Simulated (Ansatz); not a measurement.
GaH₄N (`[NH2][GaH2]`), relaxed with RKS PBE0-D4/def2-TZVP in Ansatz 0.2.0 from a GFN2-xTB geometry. The force threshold is 0.005 eV/Å; the program also tests the step.

The species carries charge 0 and has multiplicity 1.

Start:

```xyz
6

N     0.715   -0.213    0.595
Ga   -0.635    0.190   -0.527
H     0.628   -0.392    1.588
H     1.692   -0.301    0.337
H    -2.075    0.290    0.032
H    -0.324    0.426   -2.025
```

```
step  energy (eV)  largest force (eV/Å)  largest move (Å)
   1  -53925.3105                 0.924             0.000
   2  -53925.3295                 0.491             0.048
   3  -53925.3327                 0.098             0.011
   4  -53925.3331                 0.021             0.006
   5  -53925.3331                 0.001             0.001
```

End:

```xyz
6

N     0.715   -0.213    0.593
Ga   -0.645    0.193   -0.536
H     0.598   -0.383    1.578
H     1.676   -0.296    0.310
H    -2.074    0.278    0.087
H    -0.269    0.422   -2.034
```

It took 2.3 s on 4 threads of an AMD EPYC 9R45 on a shared host, with 0.19 GiB of host memory at the peak.
